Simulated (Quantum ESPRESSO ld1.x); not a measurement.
Values are calculated unless marked as measured or tabulated.
Initial-state core-level shifts of the argon ion Ar3+ when its valence configuration changes from [Ne] 3s2 3p3. Level of theory: scalar-relativistic Kohn-Sham, LDA (Slater exchange, VWN5 correlation), spin-polarised, spherical densities, point nucleus; open shells are filled with parallel spins first (ld1.x of Quantum ESPRESSO 7.5). Shifts are changes of the shell-averaged eigenvalues in eV (positive: less bound).

valence,1s,2s,2p
3s1 3p4,-0.932,-1.024,-0.980
3p5,-2.113,-2.252,-2.171
3s1.5 3p3.5,-0.467,-0.513,-0.491
3s0.5 3p4.5,-1.570,-1.676,-1.615
